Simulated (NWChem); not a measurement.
Molecule: CH4Sn, singlet; SMILES [CH3][SnH]

```xyz
6

Sn    -0.0408     0.3410     0.0027
H      1.7652     0.3985     0.0052
C     -0.0200    -1.8838     0.0025
H      0.5341    -2.2454     0.8950
H      0.5366    -2.2452    -0.8885
H     -1.0381    -2.3177     0.0010
```
Atoms are numbered in this order, from 1.

Level: PBE-D3(BJ)/def2-SVP with def2 effective core potentials on Sn (NWChem), optimised geometry, unscaled harmonic frequencies. Low-valent species are run as closed-shell singlets; no triplet was tried in these runs. def2 effective core potentials on Sn; no spin-orbit coupling.

```tsv
frequency (cm⁻¹)	IR intensity (km/mol)
127	2.6
458	41.8
498	18.0
523	0.1
753	41.8
1123	1.9
1366	4.8
1371	7.4
1624	433.9
2963	5.4
3056	10.3
3095	7.9
```

```
Item                                                                                Value
-----------------------------------------------------------------------  ----------------
zero-point energy                                                           24.2 kcal/mol
thermal correction to the enthalpy at 298.15 K (with zero-point energy)     27.5 kcal/mol
heat capacity Cv                                                         13.0 cal/(mol K)
entropy at 298.15 K and 1 atm (symmetry number 1)                        68.0 cal/(mol K)
```

Rigid rotor and harmonic oscillator.
